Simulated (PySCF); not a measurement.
C3H6AuN, charge -1, doublet, at a GFN2-xTB geometry (such geometries of metal compounds can be far from the true shape) (the multiplicity is a formal guess) (core potentials on Au) (in this run its highest filled SCF level lies above zero, so its values depend strongly on the basis, on diffuse functions most of all). Base run: PySCF with DF-B3LYP/def2-SVP.

The PySCF input:
```python
from pyscf import gto, scf, dft

mol = gto.Mole()
mol.atom = '''
    Au    0.341711    0.055074   -0.337038
    C     1.699818    0.540479   -1.832344
    H     2.595893   -0.094871   -1.835503
    H     2.081230    1.568080   -1.768324
    H     1.287392    0.453572   -2.846332
    C    -2.616804   -0.721516    2.757288
    N    -1.919171    0.008145    1.706044
    C    -0.928383   -0.425489    1.077054
    H    -2.587001   -0.132111    3.681651
    H    -2.197772   -1.721150    2.969291
    H    -3.668537   -0.842201    2.470959
'''
mol.basis = 'def2-svp'
mol.ecp = {'Au': 'def2-svp'}
mol.charge = -1
mol.spin = 1
mol.verbose = 3
mol.build()

mf = dft.UKS(mol)
mf.xc = 'b3lyp'
mf = mf.density_fit(auxbasis='def2-universal-jkfit')
mf.kernel()
mf.analyze()
```

Variants of this job, named by their change:

```json
[
 {"change": "base", "ΔE vs base (mEh)": "0.000", "grid points": "139416", "electrons on the grid": "51.00000", "outcome": "converged"},
 {"change": "grids.atom_grid = (150, 974)", "ΔE vs base (mEh)": "-0.004", "grid points": "885184", "electrons on the grid": "51.00000", "outcome": "converged"},
 {"change": "grids.prune = dft.gen_grid.treutler_prune", "ΔE vs base (mEh)": "0.000", "grid points": "122064", "electrons on the grid": "51.00000", "outcome": "converged"},
 {"change": "small_rho_cutoff = 0", "ΔE vs base (mEh)": "0.000", "grid points": "139416", "electrons on the grid": "51.00000", "outcome": "converged"},
 {"change": "grids.level = 0", "ΔE vs base (mEh)": "31.583", "grid points": "11304", "electrons on the grid": "50.99192", "outcome": "converged"},
 {"change": "grids.atom_grid = (30, 110)", "ΔE vs base (mEh)": "0.061", "grid points": "27064", "electrons on the grid": "51.00019", "outcome": "converged"},
 {"change": "grids.atom_grid = (75, 302)", "ΔE vs base (mEh)": "0.005", "grid points": "159152", "electrons on the grid": "51.00000", "outcome": "converged"},
 {"change": "grids.radi_method = delley", "ΔE vs base (mEh)": "0.000", "grid points": "146016", "electrons on the grid": "51.00000", "outcome": "converged"},
 {"change": "grids.radi_method = mura_knowles", "ΔE vs base (mEh)": "0.000", "grid points": "130520", "electrons on the grid": "51.00000", "outcome": "converged"},
 {"change": "grids.level = 4", "ΔE vs base (mEh)": "-0.004", "grid points": "242984", "electrons on the grid": "51.00000", "outcome": "converged"},
 {"change": "grids.prune = dft.gen_grid.sg1_prune", "ΔE vs base (mEh)": "-", "grid points": "-", "electrons on the grid": "-", "outcome": "stopped with an error"}
]
```

Open shells are given as the SCF converged; they aren't shown to be the lowest states, and a large step between rows can be another state.

- grids.prune = dft.gen_grid.sg1_prune: ended with `IndexError: index 79 is out of bounds for axis 0 with size 19`
